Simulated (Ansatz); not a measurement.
Basis-set extrapolation for C₅H₆N₂ (`CC(C)(C#N)C#N`) (PBE0-D4/def2-TZVP geometry, frozen core, Ansatz). Multiplicity 1, RHF reference.

```json
{"": "HF", "def2-TZVPP": "-301.826920", "def2-QZVPP": "-301.839350"}
{"": "MP2 correlation", "def2-TZVPP": "-1.184842", "def2-QZVPP": "-1.260447"}
{"": "CCSD(T) correlation", "def2-TZVPP": "-1.270220", "def2-QZVPP": "not run"}
```

Energies in hartree. Use E(X) = E(∞) + A·exp(−7.88·√X) for Hartree–Fock and E(X) = E(∞) + B·X^(−2.97) for correlation, with X = 3 and 4, and add CCSD(T) minus MP2 of the smaller set to the MP2 limit.

Problem. What is the CCSD(T) energy at the basis-set limit?

Solution. HF limit: -301.839350 + (-0.012430) × 0.13774 = -301.84106. MP2 limit: -1.260447 + (-0.075605) × 0.74074 = -1.31645. Higher-order term: -1.270220 − (-1.184842) = -0.08538. Total: -303.24289 hartree, 382.7 kJ/mol below CCSD(T)/def2-TZVPP.
